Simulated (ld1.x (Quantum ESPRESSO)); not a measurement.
# Mg: from the effect back to the setting (RRKJ)

Base potential:

- Element: Mg (Z = 12)
- Generator: ld1.x (Quantum ESPRESSO) 7.5
- Type: norm-conserving RRKJ (Kleinman–Bylander form)
- Functional: PBEsol
- Relativity: scalar-relativistic
- Frozen core: [He]
- Valence charge: 10
- Reference configuration: 2s2 2p6 3s0 3p0 (charge +2)
- Partial waves: 2s (bound): rc 1.05 bohr; 2p (bound): rc 1.10 bohr
- Local potential: all-electron potential smoothed inside 0.90 bohr (lloc = -1)
- Core correction: none

Cutoffs, loose and tight: the cutoffs (Ry, on a coarse ladder) from which the occupation-weighted sum of valence levels, in a spherical-Bessel basis at the reference potential, stays within 10 and 1 mRy of its value at 400 Ry. They do not see the model core or the augmentation charge, which bear on the density cutoff. Test errors are all-electron minus pseudo excitation energies from the reference, over the configurations 2s2 2p6 3s2 3p0; 2s2 2p6 3s1 3p0; 2s2 2p6 3s1.5 3p0; 2s2 2p6 3s0 3p2; 2s2 2p6 3s0 3p1; 2s2 2p5 3s2 3p0; 2s1 2p6 3s2 3p0; variants that change the core or the reference have their own tests.

Only the scale of all radii (base = 1) is moved:

```csv
scale of all radii (base = 1),"cutoff, loose","cutoff, tight",bound ghosts,largest test error (meV)
0.8,180 Ry,260 Ry,none,+146
0.89,140 Ry,200 Ry,none,+248
0.98,120 Ry,180 Ry,none,+246
1.16,90 Ry,140 Ry,none,+1789
1.33,70 Ry,100 Ry,none,+1128
```

Problem. One more run gave cutoff, loose: 80 Ry; cutoff, tight: 110 Ry; bound ghosts: none; largest test error (meV): +1183. Which value of the scale of all radii (base = 1) was used?

Solution. 1.24. The loose cutoff moves one way along this sweep, from 180 Ry at 0.8 to 70 Ry at 1.33, which places the run between 1.16 and 1.33.
